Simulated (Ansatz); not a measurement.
Z-matrix (Å, degrees):
```
C
C 1 1.517
H 1 1.093 2 110.8
H 1 1.092 2 110.2 3 120.4
H 1 1.093 2 112.0 3 -119.5
N 2 1.447 1 112.3 3 -177.8
H 2 1.107 1 109.2 3 55.2
H 2 1.099 1 108.2 3 -58.9
C 6 1.448 2 114.1 1 156.1
Sn 6 2.062 2 116.4 1 -63.6
C 9 1.517 6 112.2 2 -154.9
H 9 1.106 6 113.7 2 80.4
H 9 1.098 6 107.8 2 -35.8
C 10 2.138 6 107.0 2 109.0
C 10 2.149 6 109.3 2 -11.7
C 10 2.148 6 109.3 2 -130.1
H 11 1.093 9 111.9 6 -62.4
H 11 1.093 9 110.8 6 178.1
H 11 1.092 9 110.2 6 57.7
H 14 1.091 10 109.5 6 -59.5
H 14 1.091 10 109.5 6 59.5
H 14 1.091 10 111.1 6 180.0
H 15 1.091 10 109.1 6 -145.9
H 15 1.091 10 110.6 6 -26.6
H 15 1.090 10 111.2 6 94.3
H 16 1.090 10 111.1 6 -93.5
H 16 1.091 10 110.6 6 27.4
H 16 1.091 10 109.1 6 146.7
```

The species carries charge 0 and has multiplicity 1. Sn: def2 effective core potential.

Task: List the ωB97M-V/def2-TZVPP orbital energies in eV (Ansatz 0.2.0). (Estimate.)

Result: Ansatz gave: Occupied: -393.65, -281.80, -281.80, -281.02, -281.02, -280.93, -280.93, -280.92, -142.21, -96.80, -96.78, -96.75, -30.57, -30.45, -30.43, -30.33, -30.31, -27.22, -23.99, -22.34, -22.20, -21.56, -21.51, -19.57, -18.85, -16.14, -15.50, -14.79, -14.72, -14.05, -13.83, -13.70, -13.63, -13.45, -13.38, -13.29, -13.17, -12.52, -12.38, -11.98, -11.48, -10.57, -10.02, -10.01, -7.96. Lowest empty: 1.85, 2.17, 2.46, 2.87, 3.23, 3.64, 3.74, 3.85.
